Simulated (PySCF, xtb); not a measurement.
HO3S, SMILES O=S(=O)=[OH+], charge +1.

Geometry: PBE0-D3(BJ)/def2-SVP. The isomer is the one that the SMILES or the coordinates give; other isomers of the formula were not compared.

Computed with C-PCM-PBE0/def2-SVP (PySCF 2.14.0).

The values are the electrostatic part of the solvation free energy, E(continuum) − E(gas) at the gas-phase geometry, in a cavity of scaled van der Waals radii (PySCF's table); cavitation and dispersion terms are not included. In vacuum the orbital gap is 7.81 eV.

Computed values in water (ε = 78.36), ethylethanoate (ε = 5.99), cyclohexanone (ε = 15.62):
```csv
solvent,ε,ΔG(elec) (kcal/mol),gap (eV)
water,78.36,-76.1,7.93
ethylethanoate,5.99,-64.0,7.91
cyclohexanone,15.62,-72.1,7.92
```

For comparison, GFN2-xTB/ALPB(water) (xtb, at the GFN2-xTB geometry, all terms of that model) gives -76.1 kcal/mol.
